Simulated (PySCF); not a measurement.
Co⁺ (cobalt, charge +1) across methods

[Ar] 3d8, high-spin 3F determinant. All numbers are calculated (PySCF 2.14, the non-relativistic Hamiltonian (point nucleus), in aug-cc-pwCVTZ).

```tsv
method	E (hartree)	mean ε 3p β (eV)	mean ε 3d α (eV)	mean ε 3d β (eV)	Σ⟨r²⟩ (bohr²)	⟨S²⟩
M06-L	-1382.427	-67.876	-12.923	-11.301	20.35	2.006
r2SCAN	-1382.453	-67.993	-13.086	-11.701	20.54	2.002
BP86	-1382.682	-67.049	-13.165	-11.818	20.83	2.002
UHF	-1381.13722	-81.400	-20.988	-18.540	19.63	2.005
PBE0	-1382.249	-70.772	-15.153	-13.521	20.45	2.002
M06	-1382.413	-71.014	-15.481	-13.512	20.48	2.008
LDA	-1379.900	-67.062	-13.387	-11.815	20.88	2.002
```

Estimate the same row for PBE.

E (hartree) = -1382.232; mean ε 3p β (eV) = -66.933; mean ε 3d α (eV) = -13.074; mean ε 3d β (eV) = -11.658; Σ⟨r²⟩ (bohr²) = 20.92; ⟨S²⟩ = 2.002.
